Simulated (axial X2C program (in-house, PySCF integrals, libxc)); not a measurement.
# Ω levels of CNdO from open-shell CI on f(δφ)2 f(π)0

Computed with an axial X2C code built on PySCF integrals: two-component X2C with atomic mean-field Coulomb and Gaunt terms, basis C dyall-v2z, Nd dyall-v2z, O dyall-v2z (cores contracted in-house). Orbitals come from Hartree–Fock averaged over the configuration Nd f(δφ)2 f(π)0; CI then distributes these electrons over the f(δφ), f(π) shells of Nd.

C–Nd–O held linear, bonds 2.079 and 1.720 Å (the second held) (near the minimum of the configuration average).

Active spinors (ω > 0):

```csv
shell,ω,ε (eV),character
f(δφ),3/2,4.92,100% Nd f
f(δφ),5/2,5.10,100% Nd f
f(δφ),5/2,5.60,100% Nd f
f(δφ),7/2,5.77,100% Nd f
f(π),1/2,10.98,"79% Nd f, 11% Nd d, 4% O p"
f(π),3/2,11.23,"86% Nd f, 7% Nd d, 3% O p"
```

Lowest levels of this model:

```json
{"Ω": "4", "energy (cm⁻¹)": "0", "g∥": "6.10", "μ (D)": "1.53", "configuration": "100% f(δφ)2"}
{"Ω": "5", "energy (cm⁻¹)": "2441", "g∥": "10.04", "μ (D)": "1.52", "configuration": "100% f(δφ)2"}
{"Ω": "6", "energy (cm⁻¹)": "4780", "g∥": "14.00", "μ (D)": "1.51", "configuration": "100% f(δφ)2"}
{"Ω": "0", "energy (cm⁻¹)": "5037", "g∥": "0.00", "μ (D)": "1.52", "configuration": "100% f(δφ)2"}
{"Ω": "1", "energy (cm⁻¹)": "6472", "g∥": "3.62", "μ (D)": "1.52", "configuration": "100% f(δφ)2"}
{"Ω": "0", "energy (cm⁻¹)": "11416", "g∥": "0.00", "μ (D)": "1.49", "configuration": "98% f(δφ)2"}
{"Ω": "1", "energy (cm⁻¹)": "11548", "g∥": "2.24", "μ (D)": "1.51", "configuration": "99% f(δφ)2"}
{"Ω": "2", "energy (cm⁻¹)": "12161", "g∥": "5.91", "μ (D)": "1.51", "configuration": "99% f(δφ)2"}
{"Ω": "0", "energy (cm⁻¹)": "13015", "g∥": "0.00", "μ (D)": "1.50", "configuration": "99% f(δφ)2"}
{"Ω": "0", "energy (cm⁻¹)": "15244", "g∥": "0.00", "μ (D)": "1.52", "configuration": "100% f(δφ)2"}
{"Ω": "1", "energy (cm⁻¹)": "18556", "g∥": "2.01", "μ (D)": "1.50", "configuration": "99% f(δφ)2"}
{"Ω": "4", "energy (cm⁻¹)": "20543", "g∥": "8.09", "μ (D)": "1.49", "configuration": "97% f(δφ)2"}
{"Ω": "6", "energy (cm⁻¹)": "25931", "g∥": "12.01", "μ (D)": "1.51", "configuration": "100% f(δφ)2"}
{"Ω": "0", "energy (cm⁻¹)": "26965", "g∥": "0.00", "μ (D)": "1.51", "configuration": "100% f(δφ)2"}
{"Ω": "5", "energy (cm⁻¹)": "27379", "g∥": "10.11", "μ (D)": "1.50", "configuration": "99% f(δφ)2"}
{"Ω": "1", "energy (cm⁻¹)": "27653", "g∥": "3.95", "μ (D)": "1.51", "configuration": "100% f(δφ)2"}
```

g∥ is the magnitude of 2⟨Lz + ge Sz⟩ for the +Ω component. μ is positive if the O end is positive.

(1) From Ω and g∥ of the lowest level, whose 2⟨Lz + ge Sz⟩ is positive, find ⟨Sz⟩ and ⟨Lz⟩ (ge = 2.0023).

Occupations of the active spinors in the lowest level by ω, shell by shell in order of energy: -7/2: 0.00; -5/2: 0.00 0.00; -3/2: 0.00 0.00; -1/2: 0.00; 1/2: 0.00; 3/2: 1.00 0.00; 5/2: 0.29 0.71; 7/2: 0.00. The leading determinant has weight 0.71 among 5.

This point took 1.3 s on 1 thread of Arm Neoverse V1 (shared host).

There is no dynamic correlation: spin–orbit spacings and, for f shells, spacings inside one term are the most reliable numbers, splittings between terms come out too wide, and energies between configurations are not reliable, so the lowest level need not be the ground state of the molecule. At most 6 roots were kept for each Ω > 0 (twice that for Ω = 0) within 3.5 eV of the lowest, so higher up levels can be missing between those listed; levels with Ω > 0 are doubly degenerate and listed once, Ω = 0 levels singly. States that fill the shells left empty in the average are placed too high. The molecule was held linear; bending was not examined.

Results:

(1) Ω = ⟨Lz⟩ + ⟨Sz⟩ = 4 and ⟨Lz⟩ + ge⟨Sz⟩ = 3.050, so ⟨Sz⟩ = -0.95 and ⟨Lz⟩ = 4.95.
